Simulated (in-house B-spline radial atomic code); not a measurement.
Radial electron density of I2+, [Kr] 4d10 5s2 5p3. Computed with a radial B-spline atomic code at the basis-set limit: Dirac-Kohn-Sham BHandHLYP, spherical fractional occupations, Fermi nucleus of rms radius 4.75 fm.

Caution: exact exchange at fractional occupations of open shells leaves self-interaction of up to several eV.

Columns: r (bohr), 4πr²n(r) (electrons per bohr), bar.

```
 0.00109    2.285 #
 0.00134    3.257 ##
 0.00166    4.674 ##
 0.00205    6.619 ###
 0.00254     9.33 #####
 0.00314    12.95 #######
 0.00388    17.68 #########
 0.00479    23.69 ############
 0.00592    31.06 ################
 0.00732    39.64 ####################
 0.00905    48.88 #########################
  0.0112    57.87 #############################
  0.0138    65.07 #################################
  0.0171    69.31 ###################################
  0.0211    69.48 ###################################
  0.0261    66.14 #################################
  0.0322    61.94 ###############################
  0.0399    60.92 ###############################
  0.0493    66.45 #################################
  0.0609    77.44 #######################################
  0.0752    87.23 ############################################
   0.093    87.54 ############################################
   0.115    76.82 #######################################
   0.142    65.11 #################################
   0.176    64.48 ################################
   0.217    72.66 #####################################
   0.268     72.7 #####################################
   0.331    55.02 ############################
    0.41    32.54 ################
   0.506    24.07 ############
   0.626    27.23 ##############
   0.773    27.23 ##############
   0.955    19.53 ##########
    1.18    10.87 #####
    1.46    6.052 ###
     1.8    4.113 ##
    2.23    2.738 #
    2.76    1.417 #
    3.41   0.5166 
    4.21   0.1243 
     5.2  0.01776 
    6.43 0.001318 
    7.94 4.679e-05
```

On this grid the curve has 4 maxima, near 0.0211, 0.093, 0.268, 0.773 bohr.

The 5p1/2 radial function P(r) = rR(r), positive near the nucleus, with its small component Q(r) (sign convention: Q ≈ (P' + κP/r)/2c):

| r (bohr) | P | Q |
| --- | --- | --- |
| 0.00088 | 0.0009279 | 0.003255 |
| 0.00134 | 0.001559 | 0.004717 |
| 0.00205 | 0.002727 | 0.006802 |
| 0.00314 | 0.004941 | 0.009681 |
| 0.00479 | 0.009149 | 0.01344 |
| 0.00732 | 0.01723 | 0.01807 |
| 0.0112 | 0.0323 | 0.02307 |
| 0.0171 | 0.0584 | 0.02702 |
| 0.0261 | 0.09806 | 0.02743 |
| 0.0399 | 0.1436 | 0.02112 |
| 0.0609 | 0.1606 | 0.007057 |
| 0.093 | 0.08658 | -0.009252 |
| 0.142 | -0.1006 | -0.01526 |
| 0.217 | -0.2404 | -0.004488 |
| 0.331 | -0.05694 | 0.008834 |
| 0.506 | 0.3215 | 0.006704 |
| 0.773 | 0.2465 | -0.003626 |
| 1.18 | -0.3675 | -0.005862 |
| 1.8 | -0.7716 | -0.001978 |
| 2.76 | -0.5617 | 0.0005293 |
| 4.21 | -0.1759 | 0.0004426 |
| 6.43 | -0.01772 | 6.133e-05 |
